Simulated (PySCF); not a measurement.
Spinor energies of In³⁰⁺ (indium, charge +30)

Start: [Ar] 3d1; 3d5/2 filled at m_j = +5/2. Calculated with PySCF 2.14 in an even-tempered Gaussian basis (16 s from 4.9 bohr⁻², ratio 2.8; 12 p from 6.4 bohr⁻², ratio 2.8; 8 d from 6.4 bohr⁻², ratio 2.8; 3 f from 19 bohr⁻², ratio 3): generalised Hartree-Fock with the X2C-1e Hamiltonian and a Gaussian nucleus; one run each with spin-orbit coupling (SO) screened by Boettger's factors, then bare. This is a chosen level, not necessarily the ground level.

```csv
spinor shell,electrons,"ε, screened SO (eV)","ε, bare SO (eV)",weight of nominal j (bare SO),"rms radius, bare SO (bohr)"
1s1/2,2,-29545.3,-29545.2,1.000,0.0340
2s1/2,2,-5725.1,-5725.1,1.000,0.138
2p1/2,2,-5433.1,-5440.0,1.000,0.119
2p3/2,4,-5219.1,-5216.3,1.000,0.124
3s1/2,2,-2053.7,-2053.7,1.000,0.343
3p1/2,2,-1934.9,-1936.4,0.997,0.332
3p3/2,4,-1888.2,-1887.6,0.998,0.341
3d5/2,1,-1729.6,-1728.6,1.000,0.301
```

```json
{"quantity": "E (hartree)", "screened SO": "-5245.10931", "bare SO": "-5245.18648"}
{"quantity": "M_J", "screened SO": "5/2", "bare SO": "5/2"}
{"quantity": "⟨J²⟩", "screened SO": "8.752", "bare SO": "8.752"}
{"quantity": "⟨L²⟩", "screened SO": "6.010", "bare SO": "6.011"}
{"quantity": "⟨S²⟩", "screened SO": "0.759", "bare SO": "0.760"}
```

Each row is a mean over spinors that exchange with the open shell spreads, by up to 17.431 eV (3p3/2).

Breit and QED terms are absent; they matter most for the inner s and p1/2 levels.

Densities and radii are taken from the X2C orbitals without a picture-change correction, which distorts them close to the nucleus.
